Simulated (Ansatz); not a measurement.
The cluster Ti2B2, 4 atoms. Hardware: 4 threads of Arm Neoverse V1 on a shared host.

The 6-31G sets use Cartesian d functions. Correlated methods freeze 12 core orbitals; core or outer-core shells of Ti are correlated, in sets that lack core-valence functions.

(1) How many basis functions does each of these Ansatz runs have, and roughly what does it cost? B3LYP-D4/6-31G, charge 0 triplet, energy; PBE-D4/def2-TZVPD, charge 0 singlet, energy, from earlier orbitals; revPBE-D4/def2-TZVP, charge 0 quintet, energy, from earlier orbitals; LDA (SPW92)/def2-TZVP, charge 0 singlet, energy, from earlier orbitals; PBE-QIDH/def2-TZVP, charge 0 triplet, energy, from earlier orbitals; revPBE-D4/def2-TZVP, charge 0 triplet, energy, from earlier orbitals; PBE0-D4/def2-TZVPD, charge 0 singlet, energy, from earlier orbitals; RPA@PBE/def2-TZVP, charge 0 triplet, energy, from earlier orbitals; PBE-D4/def2-TZVP, charge 0 singlet, energy, from earlier orbitals; LDA (SPW92)/def2-TZVP, charge 0 quintet, energy, from earlier orbitals; PBE-D4/def2-TZVP, charge 0 unrestricted singlet, energy, from earlier orbitals; LC-ωPBE/def2-TZVP, charge 0 singlet, energy, from earlier orbitals.

Results:

(1) Other jobs shared the machine, so times can vary by a factor of up to 3. A dash marks memory too small to be measured apart from the calling script's.

```
                                                                           run  functions  fitting or Cholesky vectors  wall time  peak host memory (GiB)
        LDA (SPW92)/def2-TZVP, charge 0 singlet, energy, from earlier orbitals        152                         1164      1.1 s                       –
             PBE-D4/def2-TZVP, charge 0 singlet, energy, from earlier orbitals        152                         1164      1.9 s                       –
            PBE-D4/def2-TZVPD, charge 0 singlet, energy, from earlier orbitals        170                         1182      2.6 s                       –
        LDA (SPW92)/def2-TZVP, charge 0 quintet, energy, from earlier orbitals        152                         1164        3 s                       –
                                      B3LYP-D4/6-31G, charge 0 triplet, energy         76                         1060        5 s                       –
          revPBE-D4/def2-TZVP, charge 0 triplet, energy, from earlier orbitals        152                         1164      5.5 s                       –
          revPBE-D4/def2-TZVP, charge 0 quintet, energy, from earlier orbitals        152                         1164      5.5 s                       –
            RPA@PBE/def2-TZVP, charge 0 triplet, energy, from earlier orbitals        152                         1190      7.5 s                       –
           PBE0-D4/def2-TZVPD, charge 0 singlet, energy, from earlier orbitals        170                         1310        9 s                    0.57
PBE-D4/def2-TZVP, charge 0 unrestricted singlet, energy, from earlier orbitals        152                         1164       13 s                       –
            LC-ωPBE/def2-TZVP, charge 0 singlet, energy, from earlier orbitals        152                         1164       19 s                       –
           PBE-QIDH/def2-TZVP, charge 0 triplet, energy, from earlier orbitals        152                         1190       20 s                       –
```
